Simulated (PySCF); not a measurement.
**[Nd(NH3)3]2+ at several levels of theory**

Computed with PySCF 2.14.0 (density fitting, no spin-orbit coupling) at the geometry relaxed with PBE0:

```xyz
13
[Nd(NH3)3]2+ (singlet in the valence; each metal's 4f electrons, 4 of them, lie in its core potential, out of spins and levels)
Nd   -0.0007   -0.0006    0.0009
N     2.7178    0.0000   -0.0036
H     3.1542   -0.6566    0.6547
H     3.1496   -0.2429   -0.9034
H     3.1518    0.9000    0.2339
N    -1.3591    2.3531   -0.0104
H    -1.3126    2.8839    0.8678
H    -1.0470    3.0315   -0.7156
H    -2.3675    2.2718   -0.1869
N    -1.3590   -2.3534    0.0139
H    -1.9243   -2.5228    0.8545
H    -2.0314   -2.4707   -0.7534
H    -0.7719   -3.1933   -0.0525
```

```tsv
level	basis	state	HOMO (eV)	gap (eV)	charge on Nd1 (e)	population of f-type functions on Nd1 (polarisation alone where 4f lies in the core)	dipole about the centre of mass (D)	largest force component (eV/Å)
PBE0	Nd lcecp-0-SVP with ECP50, N def2-SVP, H def2-SVP	singlet	–	–	1.32	0.01	0.00	0.01
BP86	the same	singlet	–	–	1.24	0.01	0.00	0.49
PBE0	Nd lcecp-0-TZVP with ECP50, N def2-TZVP, H def2-TZVP	singlet	–	–	1.63	0.02	0.00	0.41
```

In the lcecp rows the 4f levels are missing from HOMO and gap, and the state counts the valence alone.

Charges are Mulliken's, which hang on the basis. The relaxation used the grid (50, 194), these runs (75, 302) or, all-electron (x2c bases, spin-free X2C Hamiltonian), (99, 590).

**Question.** What does BLYP with Nd lcecp-0-SVP with ECP50, N def2-SVP, H def2-SVP give here?

**Answer.** state singlet, charge on Nd1 (e) 1.21, population of f-type functions on Nd1 (polarisation alone where 4f lies in the core) 0.01, dipole about the centre of mass (D) 0.00, largest force component (eV/Å) 0.42. Time: 8.5 s on 2 threads of Arm Neoverse V1, with other jobs on the host, from an already converged density.

No frequency check is given that shows the relaxed geometry to be a minimum, and it was reached by following one of several unstable modes of a saddle point. An lcecp potential fixes the number of 4f electrons, so in runs with it no electron can move into or out of that shell; real Nd(II) is rare or takes another configuration.
